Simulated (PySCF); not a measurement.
Two-dimensional NMR puzzle

Compound of formula C₃H₁₂O₂Si₃. Correlations simulated from computed shifts and the bond graph:

HSQC (one-bond C–H):
```csv
δH,δC
6.13,145.0
5.44,127.1
5.40,127.1
1.53,29.5
```

COSY cross peaks (H two or three bonds apart, from the bond graph; peaks can be absent where the dihedral angle is near 90°):
```csv
δH,δH
6.13,5.44
6.13,5.40
6.13,1.53
5.44,5.40
4.65,1.53
```

HMBC (two and three bonds, from the bond graph):
```csv
δH,δC
6.13,"127.1, 29.5"
5.44,"145.0, 29.5"
5.40,"145.0, 29.5"
4.65,"145.0, 29.5"
1.53,"145.0, 127.1"
```

- coordinates at the PBE0-D3(BJ)/def2-SVP level
- CAM-B3LYP/pcSseg-1 with gauge-including orbitals
- program: PySCF 2.14
- a single conformation, relativity neglected, in vacuum, averaged over atoms made equivalent by symmetry, fast rotation or ring inversion

References, each an isolated molecule treated in the same way: 1H and 13C against TMS.

Exchangeable hydrogens are left out of these lists.

Problem. Which molecule is this?

Solution. SMILES C=CC[SiH](O[SiH3])O[SiH3].

Atoms are numbered as in `[CH2:1]=[CH:2][CH2:3][SiH:4]([O:5][SiH3:6])[O:7][SiH3:8]`; H(Xn) means a hydrogen on atom n. Ha(C1) is cis to C3; Hb(C1) is trans to C3.

1. δC 145.0 is C2, an alkene CH (δH 6.13).
2. δC 127.1 is C1, a terminal =CH2 carbon (δH 5.44, 5.40).
3. δC 29.5 is C3, an allylic sp3 CH2 bonded to Si (δH 1.53).
4. COSY links 6.13–5.44, 6.13–5.40, 6.13–1.53, 5.44–5.40, 4.65–1.53.

The data come from this structure; uniqueness wasn't tested.

Shifts are as computed, not scaled to solution data. Of 1211 compounds with measured shifts, 218 miss one by over three times the rms of a fit or turn the order of signals round; such compounds aren't used in these exercises.
